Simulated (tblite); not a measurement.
Species: C₃H₇ClSi.
Numbering: `[CH2:1]=[CH:2][C@@H:3]([SiH3:4])[Cl:5]` (hydrogens: H6, H7 on C1; H8 on C2; H9 on C3; H10, H11, H12 on Si4)

Computed with GFN2-xTB (tblite), gas phase: L-BFGS steps from a force-field or distance-geometry start until the largest atomic force falls under 0.01 eV/Å.

Geometry at step 7:
```
atom  x, y, z in Å
C1      1.9646    0.3131   -0.7788
C2      0.9979   -0.3912   -0.2135
C3     -0.0731    0.1813    0.6335
Si4    -1.8773   -0.0912    0.0250
Cl5     0.0431   -0.5964    2.2619
H6      2.0506    1.3808   -0.6550
H7      2.7169   -0.1488   -1.3971
H8      0.9563   -1.4624   -0.3531
H9      0.1320    1.2348    0.8154
H10    -2.7788    0.4923    1.0164
H11    -2.1229   -1.5232   -0.1289
H12    -2.0081    0.6102   -1.2519
```

Q: Give the atomic forces at this geometry.

A: 
```csv
atom,Fx (eV/Å),Fy (eV/Å),Fz (eV/Å)
C1,-0.001,-0.020,-0.010
C2,0.001,-0.002,-0.150
C3,0.098,0.005,0.067
Si4,0.024,-0.007,0.011
Cl5,-0.085,-0.048,0.044
H6,-0.058,-0.011,0.025
H7,-0.042,-0.007,0.026
H8,-0.023,-0.031,0.005
H9,-0.046,0.123,-0.002
H10,0.052,-0.017,0.017
H11,0.053,0.019,0.011
H12,0.027,-0.006,-0.044
```

The largest, 0.15 eV/Å, acts on C2; the rms over all components is 0.048 eV/Å. The forces sum to zero within rounding, as they must for an isolated molecule in no field.

Q: Give the force on C2 in Eh/bohr and in nN.

A: 0.150 eV/Å ÷ 51.422 = 0.00292 Eh/bohr, and 0.150 eV/Å × 1.602 = 0.24 nN.

Q: How far is this geometry from the end of the optimisation?

A: 0.013 eV above it, and 0.105 Å rms away after alignment. The bonds farthest from their final lengths, with half the difference of the two atoms' forces along the bond (positive lengthens):

```json
{"bond": "C3–Cl5", "now (Å)": "1.808", "final (Å)": "1.804", "force along bond (eV/Å)": "0.00"}
{"bond": "C3–H9", "now (Å)": "1.089", "final (Å)": "1.091", "force along bond (eV/Å)": "+0.04"}
{"bond": "Si4–H10", "now (Å)": "1.462", "final (Å)": "1.460", "force along bond (eV/Å)": "-0.01"}
{"bond": "C1–H7", "now (Å)": "1.078", "final (Å)": "1.076", "force along bond (eV/Å)": "-0.03"}
{"bond": "C3–Si4", "now (Å)": "1.923", "final (Å)": "1.922", "force along bond (eV/Å)": "+0.04"}
```

The angle farthest from its final value is C2–C3–Si4, 116.3° against 113.1°.

The cost below is that of the whole relaxation. The run took 0.95 s on one thread of an Intel Xeon at 2.50 GHz, shared host.
